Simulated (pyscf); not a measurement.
Optimised with ωB97X-D3(BJ)/def2-SVP in PySCF.

Task: What is the homolytic dissociation enthalpy (298 K, ωB97M-D3(BJ)/def2-TZVP) of the Ga–Ga bond of H₂Ga–Ga(AsH₂)–AsH₂, to GaH₂• + [H₂As–Ga–AsH₂]•?

Result: Ga–Ga to GaH₂• + [H₂As–Ga–AsH₂]•: 2.48 eV. The 7 functionals that were run give +2.31 (M06-2X) to +2.80 eV (ωB97X-D3(BJ)/def2-TZVP). The radicals are drawn with the spin at the cut bond; how far it spreads was not checked. H₂Ga–Ga(AsH₂)–AsH₂ lies 0.38 eV over its isomer H₂Ga–AsH–GaH–AsH₂ (electronic energy, ωB97M-D3(BJ)/def2-TZVP). Other isomers of [H₂As–Ga–AsH₂]• were not searched in full and may lie lower. Elements up to Kr have no core potential and no relativistic terms here.
